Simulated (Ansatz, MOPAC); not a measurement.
Molecule: H7SiN2O2 (charge +1, singlet). SMILES: N[Si](N)(O)[OH2+]

Atoms: N1, Si2, N3, O4, O5, H6, H7, H8, H9, H10, H11, H12. Bonds: N1-Si2, N1-H6, N1-H7, Si2-N3, Si2-O4, Si2-O5, N3-H8, N3-H9, O4-H10, O5-H11, O5-H12.

Bond lengths (Å) and angles (degrees) optimised at PM3 with MOPAC; PM7 with MOPAC; HF/3-21G with Ansatz (an electronic-structure program); B3LYP/6-31G* with Ansatz, each started from the B3LYP-D3(BJ)/def2-TZVP structure (Ansatz) of the last column. A row stands for all coordinates that are equal there; 13 of 25 kinds are shown. 6-31G* holds six Cartesian d functions.

| coordinate | PM3 | PM7 | HF/3-21G | B3LYP/6-31G* | B3LYP-D3(BJ)/def2-TZVP |
|---|---|---|---|---|---|
| N1-Si2 | 1.732 | 1.700 | 1.691 | 1.676 | 1.666 |
| N1-H6 | 0.996 | 1.014 to 1.017 | 1.002 | 1.013 | 1.009 |
| Si2-N3 | 1.738 | 1.712 | 1.689 | 1.674 | 1.663 |
| Si2-O4 | 1.667 | 1.552 | 1.632 | 1.630 | 1.613 |
| Si2-O5 | 1.783 | 1.840 | 1.811 | 1.885 | 1.854 |
| N3-H8 | 0.997 | 1.014 to 1.019 | 1.002 | 1.013 | 1.008 |
| O4-H10 | 0.943 | 0.972 | 0.959 | 0.969 | 0.961 |
| O5-H11 | 0.979 | 1.000 | 0.975 | 0.979 | 0.972 |
| N1-Si2-N3 | 117.8 | 116.6 | 113.6 | 113.7 | 113.1 |
| N1-Si2-O4 | 122.1 | 118.8 | 121.7 | 124.6 | 124.1 |
| N1-Si2-O5 | 106.3 | 103.8 | 102.0 | 99.9 | 100.3 |
| N3-Si2-O4 | 118.3 | 118.5 | 115.0 | 114.2 | 114.6 |
| N3-Si2-O5 | 103.8 | 99.3 | 110.8 | 109.8 | 110.2 |

A range marks coordinates that this level makes unequal.

Mean signed difference of all 11 bond lengths from B3LYP-D3(BJ)/def2-TZVP: PM3 0.005 Å, PM7 0.009 Å, HF/3-21G 0.000 Å, B3LYP/6-31G* 0.010 Å.
